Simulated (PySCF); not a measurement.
GeCl2, SMILES [Cl][Ge][Cl] (connectivity only; charge and spin as stated), neutral, multiplicity 1.

The structure is a stationary point at PBE0-D3(BJ)/def2-TZVP. The isomer is the one that the SMILES or the coordinates give; other isomers of the formula were not compared.

All values below come from TDA-PBE/def2-SVPD run with PySCF.

Vertical excitations. Gas-phase values at a fixed geometry. State labels are in the subgroup C2v.

| state | symmetry | energy (eV) | λ (nm) | f | main pairs |
|---|---|---|---|---|---|
| S1 | B1 | 3.82 | 325 | 0.019 | HOMO→LUMO 94 % |
| S2 | A2 | 3.87 | 321 | 0.000 | HOMO−1→LUMO 100 % |
| S3 | B2 | 4.81 | 258 | 0.038 | HOMO−2→LUMO 89 % |
| S4 | B1 | 5.21 | 238 | 0.016 | HOMO−4→LUMO 94 % |
| S5 | A1 | 5.56 | 223 | 0.006 | HOMO−3→LUMO 85 % |
| S6 | A2 | 6.13 | 202 | 0.000 | HOMO−5→LUMO 100 % |
| S7 | A1 | 6.37 | 195 | 0.098 | HOMO→LUMO+1 63 %, HOMO−1→LUMO+2 29 % |
| S8 | B2 | 6.53 | 190 | 0.035 | HOMO−1→LUMO+1 52 %, HOMO→LUMO+2 45 % |
| S9 | A1 | 6.72 | 184 | 0.121 | HOMO−1→LUMO+2 69 %, HOMO→LUMO+1 19 % |
| S10 | A2 | 6.94 | 179 | 0.000 | HOMO−2→LUMO+1 99 % |
| T1 | B1 | 2.78 | 446 | 0 | HOMO→LUMO 98 % |
| T2 | A2 | 3.73 | 333 | 0 | HOMO−1→LUMO 100 % |
| T3 | B2 | 4.03 | 308 | 0 | HOMO−2→LUMO 100 % |
| T4 | A1 | 4.53 | 274 | 0 | HOMO−3→LUMO 100 % |
Triplets are in the Tamm–Dancoff approximation.
